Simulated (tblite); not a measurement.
Q: Write a Z-matrix for `CN[Si@@H]1CC[Si@@H](O)N1` as optimised with GFN2-xTB.

A: 
Z-matrix in Å and degrees, rows numbered from 1:
```
C 
N   1  1.4421
Si  2  1.7210  1  121.17
C   3  1.8956  2  111.75  1   -70.78
C   4  1.5312  3  107.47  2  -141.21
Si  5  1.8976  4  108.76  3    36.82
O   6  1.6304  5  116.09  4  -150.60
N   6  1.7284  5   96.80  4   -31.13
H   1  1.0913  2  110.20  3   160.47
H   1  1.0963  2  112.80  3   -78.17
H   1  1.0871  2  108.48  3    41.52
H   2  1.0089  1  111.39  3   143.23
H   3  1.4802  2  114.81  1    58.76
H   4  1.0908  3  113.96  2    95.96
H   4  1.0911  3  109.13  2   -23.20
H   5  1.0905  4  110.58  3   161.58
H   5  1.0928  4  108.81  3   -82.07
H   6  1.4573  5  116.45  4    91.39
H   7  0.9538  6  120.36  5    55.23
H   8  1.0036  3  121.82  2   -49.88
```

N2 (silicon-bound nitrogen) has angles 121.2°, 116.7° and 111.4°, sum 349.3°, 0.25 Å off the plane of its three neighbours. N8 (nitrogen bridging silicon atoms) is planar (angles 121.8°, 121.1° and 116.5°, sum 359.5°, 0.06 Å off the plane of its three neighbours). Si3 (SiH silicon) is distorted tetrahedral (angles from 98.2° to 114.8°). The 5-membered ring Si3–C4–C5–Si6–N8 has internal angles of 96.8° to 116.5°; it is puckered, 0.17 Å rms from its mean plane, widest ring torsion 37°.

Computed geometry: GFN2-xTB, gas phase.

Point group: C1 (no symmetry element, even within 0.4 Å). Its GFN2-xTB frequencies are all real (lowest 42 cm⁻¹). One conformer, not necessarily the lowest (C1–N2–Si3–C4 -71°, C5–Si6–O7–H 55°, N2–Si3–C4–C5 -141°, Si3–C4–C5–Si6 37°, C4–C5–Si6–O7 -151°, C5–Si6–N8–Si3 13°). 3 starts were optimised and ended at 0.00, 1.42 and 2.57 kcal/mol (GFN2-xTB); the lowest of these is shown.
